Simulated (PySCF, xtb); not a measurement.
Zn(H)(NH2) (H₃NZn), SMILES [NH2][ZnH].

Harmonic wavenumbers (cm⁻¹) from GFN2-xTB (xtb) at its own minimum, in rising order: 74, 244, 426, 518, 525, 1548, 1777, 3486, 3498.

### Question
What does PBE0-D3(BJ)/def2-TZVP (PySCF) give at its own minimum? (Estimate from the structure and the level; the computed values follow.)

### Answer
319, 457, 492, 668, 723, 1559, 1960, 3579, 3672. Paired by order, the mean absolute difference is 148 cm⁻¹ and the zero-point energies are 17.3 and 19.2 kcal/mol.
